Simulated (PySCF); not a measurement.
## How methods differ on the ionisation energy of Se²⁷⁺

Se²⁷⁺ [He] 2s2 2p3 [2p1/2^2 2p3/2^1, M_J = 3/2] → Se²⁸⁺ [He] 2s2 2p2 [2p1/2^2, M_J = 0], as a difference of total energies. Computed with PySCF 2.14 in an uncontracted even-tempered set (17 s from 9 bohr⁻², ratio 2.4; 12 p from 12 bohr⁻², ratio 2.4; 5 d from 43 bohr⁻², ratio 2.6; 4 f from 64 bohr⁻², ratio 2.6), with the two-component X2C-1e Hamiltonian. Correlated levels: nothing frozen; the 34 highest virtual spinors dropped. "Screened" scales the spin-orbit matrix elements by Boettger's factors to mimic the two-electron term; Breit and QED terms are absent.

```
                    method  ionisation energy (eV)
           GHF (spin-free)                  2994.3
          GMP2 (spin-free)                  2994.2
 GHF (screened spin-orbit)                  2967.3
GMP2 (screened spin-orbit)                  2966.0
```

For this ion Breit and QED terms and the two-electron picture change, all absent here, outweigh the correlation shift from GHF to GMP2.

The spin-free rows relax to the high-spin LS determinant and lack the spin-orbit shift.

The labels give the starting determinants; with spin-orbit coupling the two ends relaxed to ⟨J²⟩ = 3.76, ⟨L²⟩ = 1.13, ⟨S²⟩ = 2.48 and ⟨J²⟩ = 0.00, ⟨L²⟩ = 1.33, ⟨S²⟩ = 1.33.

For comparison: 2964 ± 22 eV (semi-empirical (NIST evaluation); NIST Atomic Spectra Database, ionization energies).
